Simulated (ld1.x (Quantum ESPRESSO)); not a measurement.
# gold: one change to a PAW potential, before and after

```json
{
  "Element": "Au (Z = 79)",
  "Generator": "ld1.x (Quantum ESPRESSO) 7.5",
  "Type": "PAW",
  "Functional": "revPBE",
  "Relativity": "scalar-relativistic",
  "Frozen core": "[Xe] 4f14",
  "Valence charge": "11",
  "Reference configuration": "5d10 6s1 6p0",
  "Partial waves": "6s (bound): rcut 2.10, rcutus 2.60 bohr; 6s channel at 0.1 Ry: rcut 2.10, rcutus 2.60 bohr; 6p (bound, empty): rcut 2.85, rcutus 3.25 bohr; 6p channel at 2.75 Ry: rcut 2.85, rcutus 3.25 bohr; 5d (bound): rcut 1.80, rcutus 2.20 bohr; 5d channel at 4.9 Ry: rcut 1.80, rcutus 2.20 bohr",
  "Local potential": "all-electron potential smoothed inside 1.70 bohr (lloc = -1)",
  "Core correction": "Bessel-smoothed model core inside 1.00 bohr",
  "Augmentation charge": "PSQ, inside the norm-conserving radii"
}
```

All-electron outer shells of the reference configuration (revPBE, scalar-relativistic, ld1.x):

| shell | level (eV) | outermost node (bohr) | outermost maximum (bohr) |
| --- | --- | --- | --- |
| 4f | -81.01 | – | 0.37 |
| 5p | -59.70 | 0.52 | 0.96 |
| 5d | -6.81 | 0.56 | 1.21 |
| 6s | -5.65 | 1.11 | 2.32 |
| 6p | -0.75 | 1.32 | 3.74 |

Change: local potential all-electron potential smoothed inside 2.90 bohr (lloc = -2).

Cutoffs: the cutoffs (Ry, on a coarse ladder) from which the occupation-weighted sum of valence levels, in a spherical-Bessel basis at the reference potential, stays within 10 and 1 mRy of its value at 400 Ry; they do not see the model core or the augmentation charge, which bear on the density cutoff. Errors are all-electron minus pseudo energies relative to the spin-unpolarised reference configuration.

Predict the effect on cutoff, ghosts and configuration errors.

The potential gets neither clearly harder nor softer (25 Ry and 40 Ry → 25 Ry and 40 Ry); the bound ghost in s disappears; of the 7 tests that both files solve, the error grows in 7 and shrinks in 0 by more than 15 % and 0.3 meV (median size 17.3 → 33.9 meV); the range in which the p phases agree widens (upper end 1.4 → at the end of the scan); the range in which the d phases agree narrows (upper end at the end of the scan → 0.2). A state that the projectors do not describe sees the local part alone, so a deeper or shallower local part can create or remove a ghost.

| quantity | base | changed |
| --- | --- | --- |
| cutoff, loose | 25 Ry | 25 Ry |
| cutoff, tight | 40 Ry | 40 Ry |
| bound ghosts | s | none |
| error for 5d10 6s0 6p0, meV [ΔE 9.28 eV] | -5.9 | -30 |
| error for 5d9 6s0 6p0, meV [ΔE 30.40 eV] | -31 | -242 |
| error for 5d8 6s0 6p0, meV [ΔE 64.20 eV] | -184 | -659 |
| error for 5d10 6s0 6p1, meV [ΔE 5.22 eV] | -1.8 | -12 |
| error for 5d10 6s0.5 6p0, meV [ΔE 3.71 eV] | -2.2 | -6.6 |
| error for 5d9 6s1 6p1, meV [ΔE 7.52 eV] | -17 | -67 |
| error for 5d9 6s2 6p0, meV [ΔE 1.73 eV] | -18 | -34 |
| s: phases at 3.53 bohr within 0.05 rad from the reference energy up to (Ry; the scan ends near 5) | to the end of the scan | 4.8 |
| p: phases at 3.53 bohr within 0.05 rad from the reference energy up to (Ry; the scan ends near 5) | 1.4 | to the end of the scan |
| d: phases at 3.53 bohr within 0.05 rad from the reference energy up to (Ry; the scan ends near 5) | to the end of the scan | 0.2 |
| lowest overlap eigenvalue by channel | s 0.21, p 0.62, d 0.78 | s 0.37, p 0.75, d 0.71 |

 A true bound ghost makes a file unfit for plane-wave use even where its test errors are small: the radial tests pick states by their node count and pass the ghost by.
